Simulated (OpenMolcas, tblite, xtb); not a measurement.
## GaSiH4O (SMILES [SiH3][O][GaH]): the vertical ionisation energy, rung by rung

The species is GaSiH4O (7 atoms), meant as a doublet with charge 0. As SMILES, `[SiH3][O][GaH]`. The coordinates come from a PBE0-D4/def2-TZVP relaxation. This is one conformer, not always the lowest.

Each level gives the vertical ionisation energy (to the singlet cation) (eV). The values are calculated.

```csv
level,kind,program,value (eV),less CCSD(T)/cc-pVDZ,CPU time (all runs)
IPEA1-xTB,semi-empirical,tblite,12.87,+4.81,under 2 s
GFN1-xTB,semi-empirical,xtb,12.34,+4.28,under 2 s
UHF/cc-pVDZ,Hartree–Fock,OpenMolcas,8.17,+0.11,18 s
USVWN5/cc-pVDZ,LDA,OpenMolcas,8.14,+0.08,54 s
UPBE/cc-pVDZ,GGA,OpenMolcas,8.08,+0.02,80 s
UM06-L/cc-pVDZ,meta-GGA,OpenMolcas,7.96,-0.10,97 s
UB3LYP/cc-pVDZ,global hybrid,OpenMolcas,8.32,+0.26,71 s
ROCCSD(T)/cc-pVDZ,coupled cluster or CI,OpenMolcas,8.06,0.00,79 s
```

ROCCSD(T)/cc-pVDZ is the highest level here, not the true value. All-electron rows without a relativistic Hamiltonian named are non-relativistic. The values span 7.96 to 12.87 eV. The xTB values lack the empirical shift that such differences need. In the correlated wave-function rows the outer d shell of Ga is correlated, in sets not made for it. Times are those of the runs behind each value, whatever else they computed, on shared processors of several kinds: orders of magnitude only.
